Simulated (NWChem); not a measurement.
Species: CHFO$_{3}$Si; SMILES O=C1O[SiH](F)O1

```xyz
7

O     -0.3766     2.3882     0.0000
C     -0.0997     1.2322     0.0000
O      0.1081     0.3935     1.1018
Si     0.4311    -0.8742     0.0000
F     -0.6636    -2.0592     0.0000
O      0.1081     0.3935    -1.1018
H      1.7822    -1.4735     0.0000
```
Atoms are numbered in this order, from 1.

All runs: NWChem. Pople sets run with spherical d functions. All runs use the structure optimised with PBE-D3(BJ)/def2-SVP. Level: B3LYP/6-31G* with SMD (1 M gas to 1 M solution), gas-phase geometry. Reactions with the solvent are ignored.

**Question.** Order these by “cavity-dispersion-structure term (kcal/mol)”, lowest first: cyclohexanone; water; chloroform.

**Answer.** cyclohexanone (-0.8), chloroform (1.4), water (3.9)
